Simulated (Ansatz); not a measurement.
Si₁₄H₂₀, a nanocrystal cut from cubic silicon, relaxed as a singlet with RKS PBE-D4/def2-SVP in Ansatz, starting from the GFN2-xTB geometry. Force threshold 0.03 eV/Å.

Start:

Cartesian coordinates in Å:
```
Si -2.409 -1.632 2.026
Si 0.454 1.318 -3.266
Si -0.324 -1.814 -1.253
Si -1.609 1.548 -0.075
Si 0.024 0.963 3.408
Si 2.091 0.761 0.120
Si 1.323 -2.422 2.220
Si -1.320 2.424 -2.220
Si -2.098 -0.757 -0.116
Si -0.452 -1.320 3.266
Si -0.023 -0.966 -3.408
Si 2.410 1.628 -2.024
Si 1.604 -1.545 0.075
Si 0.317 1.818 1.256
H -2.782 -3.052 1.972
H -3.559 -1.007 2.693
H 0.639 1.865 -4.624
H -0.627 -3.256 -1.313
H -2.724 2.230 0.605
H -1.041 1.678 4.125
H 1.209 1.201 4.244
H 3.312 0.945 0.926
H 1.094 -3.873 2.174
H 2.556 -2.300 3.008
H -2.553 2.311 -3.013
H -1.081 3.873 -2.173
H -3.319 -0.942 -0.924
H -0.637 -1.870 4.621
H -1.204 -1.207 -4.250
H 1.048 -1.683 -4.116
H 3.558 0.995 -2.689
H 2.787 3.048 -1.979
H 2.719 -2.221 -0.613
H 0.619 3.259 1.319
```

Task: Estimate the energy that the relaxation releases and the steps that it takes.

Result: 40.7 kJ/mol, in 3 steps; 16 s on 2 threads of AMD EPYC 7R13 on a shared host and a share (18 GiB) of an NVIDIA H100 80GB HBM3. No frequencies were taken in this run, so the end may be a saddle point.

Task: Does the start keep its bonding and symmetry?

Result: By distances, no bond broke or formed. The bond that changes most is Si1–H16, from 1.47 to 1.51 Å (atoms count from 1). Point group D3d at the start, D3d at the end, both within 0.05 Å.

Task: Predict the relaxed structure.

Result: 
```xyz
34

Si   -2.422   -1.626    1.996
Si    0.450    1.311   -3.248
Si   -0.333   -1.857   -1.225
Si   -1.635    1.549   -0.031
Si    0.030    0.989    3.392
Si    2.113    0.752    0.167
Si    1.340   -2.425    2.193
Si   -1.338    2.426   -2.194
Si   -2.118   -0.750   -0.166
Si   -0.450   -1.313    3.247
Si   -0.030   -0.991   -3.392
Si    2.422    1.624   -1.997
Si    1.632   -1.546    0.030
Si    0.329    1.859    1.227
H    -2.746   -3.098    1.908
H    -3.574   -0.926    2.673
H     0.643    1.872   -4.638
H    -0.643   -3.335   -1.296
H    -2.780    2.253    0.661
H    -1.106    1.708    4.078
H     1.285    1.202    4.204
H     3.368    0.944    0.987
H     1.049   -3.903    2.109
H     2.605   -2.235    2.995
H    -2.602    2.243   -2.997
H    -1.040    3.903   -2.108
H    -3.373   -0.942   -0.985
H    -0.642   -1.874    4.637
H    -1.281   -1.205   -4.208
H     1.109   -1.710   -4.072
H     3.573    0.917   -2.670
H     2.750    3.094   -1.914
H     2.776   -2.248   -0.665
H     0.638    3.337    1.299
```
Bond lengths: 18 × Si–Si 2.35 to 2.36 Å; 20 × H–Si 1.51 Å.
